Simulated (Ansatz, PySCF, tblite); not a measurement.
Dissociation curve of SMILES [SiH3]N([SiH3])[SiH3] (H₉NSi₃). The N1–Si10 bond (N1 also carries Si, Si; Si10 carries H, H, H) is varied alone, starting from the PBE0/def2-SVP optimised geometry.

UKS-PBE0 = Ansatz (a program for electronic structure) with unrestricted PBE0/def2-SVP; UKS-B3LYP/6-31G* = PySCF 2.14.0 with unrestricted B3LYP/6-31G*, spherical d; GFN2-xTB, 300 K electronic temperature (tblite).

Energies are in mEh, each relative to the lowest point of its own curve near equilibrium.

| R / Å | UKS-PBE0 | UKS-B3LYP/6-31G* | GFN2-xTB |
|---|---|---|---|
| 1.46 | 69.8 | 67.6 | 79.3 |
| 1.53 | 35.9 | 34.7 | 36.2 |
| 1.66 | 5.4 | 5.1 | (withheld) |
| 1.69 | 2.5 | 2.3 | (withheld) |
| 1.76 | 0.0 | 0.0 | 0.0 |
| 1.82 | 1.5 | 1.5 | 2.3 |
| 1.90 | 7.3 | 7.2 | (withheld) |
| 1.97 | 14.8 | 14.4 | 15.4 |
| 2.15 | 39.7 | 37.9 | 36.5 |
| 2.31 | 64.2 | 60.9 | 55.8 |
| 2.58 | 103.7 | 97.4 | (withheld) |
| 2.89 | 141.7 | 132.5 | (withheld) |
| 3.26 | 164.8 | 155.6 | 140.4 |
| 3.66 | 169.4 | 160.8 | 152.8 |
| 4.31 | 170.4 | 161.6 | 160.9 |
| 5.08 | 171.0 | 161.9 | 164.7 |

Task: Fill in the missing entries.

Result: 
- 1.66, GFN2-xTB: 3.6
- 1.69, GFN2-xTB: 1.2
- 1.90, GFN2-xTB: 8.4
- 2.58, GFN2-xTB: 86.9
- 2.89, GFN2-xTB: 116.7

The unrestricted determinant behind UKS-PBE0 is spin-contaminated at 2.89 to 5.08 Å (<S²> up to 1.0, against 0.00 for a pure singlet). The unrestricted determinant behind UKS-B3LYP/6-31G* is spin-contaminated at 3.26 to 5.08 Å (<S²> up to 1.0, against 0.00 for a pure singlet).
